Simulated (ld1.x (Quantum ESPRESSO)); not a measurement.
## As: excitation energies, all-electron against PAW

```json
{"Element": "arsenic (As)", "Generator": "ld1.x (Quantum ESPRESSO) 7.5", "Type": "PAW", "Functional": "BP86", "Relativity": "fully relativistic", "Frozen core": "[Ne] 3s2", "Valence charge": "21", "Reference configuration": "3p6 3d10 4s2 4p1 (charge +2)", "Partial waves": "4s (bound): rcut 1.70, rcutus 1.80 bohr; 4s channel at 2.4 Ry: rcut 1.70, rcutus 1.80 bohr; 3p (bound): rcut 0.85, rcutus 0.95 bohr; 4p (bound): rcut 0.85, rcutus 0.95 bohr; 3d (bound): rcut 0.90, rcutus 1.05 bohr; 3d channel at -3.2 Ry: rcut 0.90, rcutus 1.05 bohr", "Local potential": "all-electron potential smoothed inside 0.80 bohr (lloc = -2)", "Core correction": "Bessel-smoothed model core inside 0.95 bohr", "Augmentation charge": "PSQ, inside the norm-conserving radii"}
```

Open shells are filled in proportion to 2j + 1 (rel_dist='average').

Energies are relative to the spin-unpolarised reference configuration 3p6 3d10 4s2 4p1; without spin polarisation the order of configurations can differ from experiment.

Question: Give the all-electron excitation energy and the error of the potential for: 3p6 3d10 4s2 4p3; 3p6 3d10 4s2 4p2; 3p6 3d10 4s2 4p0; 3p5 3d10 4s2 4p3; 3p6 3d10 4s1 4p3; 3p6 3d9 4s2 4p4; 3p6 3d10 4s0 4p5.

Answer:

| valence configuration | charge | ΔE all-electron (eV) | error AE − PS (meV) |
| --- | --- | --- | --- |
| 3p6 3d10 4s2 4p3 | 0 | -27.364 | -1.6 |
| 3p6 3d10 4s2 4p2 | +1 | -18.080 | -0.8 |
| 3p6 3d10 4s2 4p0 | +3 | 27.886 | -0.4 |
| 3p5 3d10 4s2 4p3 | +1 | 117.199 | -181 |
| 3p6 3d10 4s1 4p3 | +1 | -7.957 | -1.0 |
| 3p6 3d9 4s2 4p4 | 0 | 12.738 | -178 |
| 3p6 3d10 4s0 4p5 | 0 | -8.262 | -1.2 |

The ghost test of this file was not conclusive.
